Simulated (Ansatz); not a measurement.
Geometry optimisation, Ansatz, UHF/def2-SVP.

input.yaml

```yaml
crystal:
  periodic: [false, false, false]
  atoms:
    - { symbol: Zr, position_ang: [-0.077899, -0.153503, -0.680647] }
    - { symbol: F, position_ang: [-0.342127, -0.00665, 2.490825] }
    - { symbol: "N", position_ang: [1.978712, -0.019625, -0.872436] }
    - { symbol: H, position_ang: [2.62943, -0.786648, -0.869776] }
    - { symbol: H, position_ang: [2.513789, 0.826524, -0.972396] }
    - { symbol: O, position_ang: [-1.063797, 1.526881, -0.62314] }
    - { symbol: H, position_ang: [-1.599498, 2.294621, -0.560315] }
    - { symbol: O, position_ang: [-0.809486, -1.928812, -0.323426] }
    - { symbol: H, position_ang: [-1.251453, -2.744001, -0.182337] }
    - { symbol: O, position_ang: [-0.180237, 0.177583, 3.781019] }
    - { symbol: H, position_ang: [-0.372633, -0.683872, 4.131827] }
magnetization:
  spin_polarized: true
  initial_magnetization: 1
basis:
  gaussian: { orbitals: def2-SVP }
hamiltonian:
  xc: hf
relax:
  f_tol: 0.03
  max_steps: 50
```

Launched with:

```bash
$ ansatz run input.yaml --threads 4 --pin off --max-ram 5120MiB --backend cpu --events-out ev --progress --plain --runs-dir out
```

Q: Where does it end, and by what steps?

A: The run converged. After 48 steps the energy has fallen by 0.496 eV; H11 moved furthest, 1.77 Å. Joined: Zr1–F2 (3.19 → 2.59 Å).

```
step  energy less start (eV)  largest force component (eV/Å)  accepted
   0                  0.0000                           2.514       yes
   2                 -0.0722                           0.650        no
   4                 -0.0920                           0.144       yes
   6                 -0.0952                           0.153       yes
   8                 -0.0995                           0.281       yes
  10                 -0.1076                           0.115       yes
  12                 -0.1006                           0.651        no
  14                 -0.1148                           0.291       yes
  16                 -0.1114                           0.803        no
  18                 -0.1239                           0.137       yes
  20                 -0.1285                           0.376       yes
  22                 -0.1346                           0.060       yes
  24                 -0.1608                           0.479       yes
  26                 -0.2466                           0.607       yes
  28                 -0.3131                           1.448       yes
  30                 -0.3821                           0.400       yes
  32                 -0.3919                           0.110       yes
  34                 -0.3963                           0.597       yes
  36                 -0.4078                           0.187       yes
  38                 -0.4235                           0.806       yes
  40                 -0.4527                           0.488       yes
  42                 -0.4871                           0.199       yes
  44                 -0.4908                           0.082       yes
  46                 -0.4940                           0.205       yes
  48                 -0.4960                           0.013       yes
```

```xyz
11
Properties=species:S:1:pos:R:3
Zr 0.211 0.136 0.108
F -0.966 0.507 2.388
N 1.861 -0.074 -1.100
H 2.509 -0.843 -1.120
H 2.180 0.607 -1.768
O -0.731 1.785 -0.318
H -1.333 2.498 -0.423
O -0.165 -1.652 1.038
H -0.136 -2.568 0.816
O -1.170 -0.620 3.171
H -0.834 -1.275 2.528
```

Time of the run: 110 s on 4 threads of Arm Neoverse V2, with other jobs on the host, peak memory 0.34 GiB.
